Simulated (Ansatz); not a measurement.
`C#C[Si](C)(Cl)Cl` and `C#C[Si](Cl)(Cl)Cl` differ in one atom or group.

Ansatz, PBE0-D4/def2-TZVP geometries, multiplicity 1. 

```csv
property,`C#C[Si](C)(Cl)Cl`
size of the dipole moment (PBE/def2-TZVPP) / D,2.11
size of the dipole moment (B3LYP/def2-TZVPP) / D,2.17
LUMO energy (PBE/def2-TZVPP) / eV,-1.51
"ideal-gas entropy at 298 K and 1 bar (rigid rotor, harmonic PBE0-D4/def2-TZVP) / J/(mol·K)",378
HOMO energy (PBE0/def2-TZVPP) / eV,-8.61
LUMO energy (B3LYP/def2-TZVPP) / eV,-0.76
```

Task: Give the same properties after the change, and the shifts. (Best estimate.)

Result: The calculation gave: 
| property | `C#C[Si](Cl)(Cl)Cl` | shift |
| --- | --- | --- |
| size of the dipole moment (PBE/def2-TZVPP) / D | 1.73 | -0.38 |
| size of the dipole moment (B3LYP/def2-TZVPP) / D | 1.82 | -0.35 |
| LUMO energy (PBE/def2-TZVPP) / eV | -1.85 | -0.34 |
| ideal-gas entropy at 298 K and 1 bar (rigid rotor, harmonic PBE0-D4/def2-TZVP) / J/(mol·K) | 363 | -15 |
| HOMO energy (PBE0/def2-TZVPP) / eV | -8.93 | -0.32 |
| LUMO energy (B3LYP/def2-TZVPP) / eV | -1.10 | -0.34 |

The zero-point energy changes by -92.1 kJ/mol with -9 modes. Dipoles are sizes alone; their direction can turn.

B3LYP here is the variant with VWN-RPA as its local correlation; programs differ in this.
